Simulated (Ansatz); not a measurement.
Geometry optimisation, Ansatz 0.2.0, DFT PBE, scalar-relativistic, plane waves, PAW.

input.yaml

```yaml
crystal:
  lattice:
    - [8.657947, 0.0, 0.0]
    - [0.0, 8.657947, 0.0]
    - [0.0, 0.0, 8.657947]
  atoms:
    - { symbol: C, position: [0.1469201, 0.1078235, 0.9393085] }
    - { symbol: C, position: [0.0462116, 0.2497173, 0.9541241] }
    - { symbol: O, position: [-0.1000227, 0.1996339, 1.0112786] }
    - { symbol: H, position: [-0.1655509, 0.2901576, 1.0211696] }
    - { symbol: H, position: [0.0997355, 0.3332377, 1.0333734] }
    - { symbol: H, position: [0.0337993, 0.306501, 0.8412416] }
    - { symbol: H, position: [0.2613537, 0.1387036, 0.8957397] }
    - { symbol: H, position: [0.1598869, 0.0521666, 1.0517143] }
    - { symbol: H, position: [0.094029, 0.0254615, 0.8598105] }
    - { symbol: C, position: [0.2337595, 0.6260023, 0.7817525] }
    - { symbol: C, position: [0.1445956, 0.6893515, 0.6456195] }
    - { symbol: O, position: [-0.0153143, 0.6821842, 0.6848227] }
    - { symbol: H, position: [-0.0735451, 0.7227059, 0.5979119] }
    - { symbol: H, position: [0.18019, 0.8088877, 0.6218482] }
    - { symbol: H, position: [0.1689588, 0.6206965, 0.5416299] }
    - { symbol: H, position: [0.357907, 0.6283931, 0.758762] }
    - { symbol: H, position: [0.2101505, 0.6949385, 0.8846666] }
    - { symbol: H, position: [0.1989326, 0.5069705, 0.8045435] }
    - { symbol: C, position: [0.5202234, 0.6770933, 0.4655396] }
    - { symbol: O, position: [0.4168708, 0.6208025, 0.533969] }
    - { symbol: O, position: [0.623576, 0.7333841, 0.3971102] }
    - { symbol: C, position: [0.4812104, 0.8538861, 0.9149731] }
    - { symbol: O, position: [0.4561105, 0.90871, 0.7929184] }
    - { symbol: O, position: [0.5063103, 0.7990622, 1.0370277] }
    - { symbol: C, position: [0.3170476, 0.3234144, 0.3433853] }
    - { symbol: O, position: [0.4053787, 0.2382472, 0.2844178] }
    - { symbol: O, position: [0.2287165, 0.4085816, 0.4023529] }
    - { symbol: C, position: [0.2343598, 0.1138132, 0.5326849] }
    - { symbol: O, position: [0.131141, 0.1165084, 0.4439628] }
    - { symbol: O, position: [0.3375787, 0.111118, 0.621407] }
    - { symbol: C, position: [0.8012957, 0.7348876, 0.0291647] }
    - { symbol: O, position: [0.7920268, 0.8237353, -0.073564] }
    - { symbol: O, position: [0.8105645, 0.6460398, 0.1318933] }
    - { symbol: C, position: [0.6236677, 0.394504, 0.3638668] }
    - { symbol: O, position: [0.6070891, 0.4109224, 0.4979884] }
    - { symbol: O, position: [0.6402462, 0.3780856, 0.2297453] }
basis:
  ecutwfc: 420.0
kpoints:
  mp_grid: { grid: [1, 1, 1] }
hamiltonian:
  xc: pbe
scf:
  occupations: { method: fermi_dirac, width: 0.05 }
  lower_state_search: "off"
relax:
  f_tol: 0.3
  max_steps: 15
  adjacent_minimum: "off"
output:
  write_density: true
  write_potential: true
  elf: true
  volumetric_format: npy
```

Command:

```bash
$ ansatz run input.yaml --threads 1 --pin off --max-ram 3072MiB --backend cpu --events-out ev --progress --plain --runs-dir out
```

Where does it end, and by what steps?

The run ended unconverged. Limits of this set-up: coarse k mesh. After 14 steps the energy has fallen by 2.293 eV; O35 moved furthest, 2.07 Å.

| step | energy less start (eV) | largest force component (eV/Å) | accepted |
| --- | --- | --- | --- |
| 0 | 0.0000 | 1.279 | yes |
| 1 | -0.9303 | 0.553 | yes |
| 2 | -1.4278 | 0.562 | yes |
| 3 | -1.6546 | 0.653 | yes |
| 4 | -1.8038 | 0.368 | yes |
| 5 | -1.9062 | 0.643 | yes |
| 6 | -1.9803 | 0.731 | yes |
| 7 | -2.0362 | 0.720 | yes |
| 8 | -2.0881 | 0.825 | yes |
| 9 | -2.1356 | 0.905 | yes |
| 10 | -2.1778 | 0.666 | yes |
| 11 | -2.2137 | 0.610 | yes |
| 12 | -2.2428 | 0.580 | yes |
| 13 | -2.2677 | 0.826 | yes |
| 14 | -2.2928 | 0.770 | yes |

```xyz
36
Lattice="8.6579 0.0000 0.0000 0.0000 8.6579 0.0000 0.0000 0.0000 8.6579" Properties=species:S:1:pos:R:3
C 0.553 0.822 8.199
C -0.360 1.994 8.505
O -1.187 1.639 9.628
H -1.719 2.417 9.859
H 0.235 2.894 8.738
H -0.985 2.227 7.624
H 1.256 1.085 7.397
H 1.133 0.543 9.090
H -0.026 -0.054 7.876
C 2.038 4.769 6.530
C 1.356 5.798 5.649
O -0.054 5.787 5.928
H -0.478 6.432 5.337
H 1.777 6.800 5.852
H 1.535 5.570 4.585
H 3.119 4.769 6.343
H 1.867 4.993 7.592
H 1.653 3.761 6.323
C 5.332 6.831 4.032
O 4.254 6.383 3.956
O 6.414 7.272 4.108
C 4.016 8.269 8.443
O 4.031 8.556 7.308
O 3.984 7.977 9.577
C 2.899 3.500 1.734
O 3.734 2.893 1.177
O 2.063 4.103 2.290
C 1.539 0.711 4.094
O 0.571 0.044 4.104
O 2.506 1.385 4.082
C 7.312 5.972 -0.137
O 6.381 6.384 -0.735
O 8.224 5.560 0.488
C 6.513 2.961 4.165
O 6.658 2.229 5.069
O 6.359 3.703 3.266
```

Time of the run: 89 s on 1 thread of Arm Neoverse V1 (shared host), peak memory 0.55 GiB.
